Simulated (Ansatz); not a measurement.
Cartesian coordinates in Å:
```
O 1.7165 -0.9107 -0.4426
Hf 0.1258 -0.0151 0.0972
O 0.1208 0.6890 1.8658
S -0.1539 1.7644 -1.5770
S -1.8133 -1.5269 0.0525
H 2.5252 -1.4076 -0.5153
H 0.3172 1.0637 2.7186
H -1.2694 2.2178 -0.9739
H -1.5689 -1.8747 -1.2253
```

Charge 0, multiplicity 1. Hf takes the def2 core potential.

(1) List the ωB97M-V/def2-TZVPP orbital energies in eV (the Gaussian-basis code of Ansatz). (Best estimate.)

## Answers

(1) Ansatz gave: Occupied: -2426.15, -2426.15, -526.41, -526.41, -220.16, -220.16, -163.27, -163.27, -163.16, -163.16, -163.13, -163.13, -71.49, -40.20, -39.84, -39.62, -30.30, -29.96, -22.29, -22.11, -17.46, -16.83, -13.57, -13.38, -12.93, -12.62, -12.58, -12.31, -10.81, -10.31, -9.95, -9.22. Lowest empty: 0.91, 1.44, 1.70, 1.85, 2.14, 2.53, 2.59, 2.82.
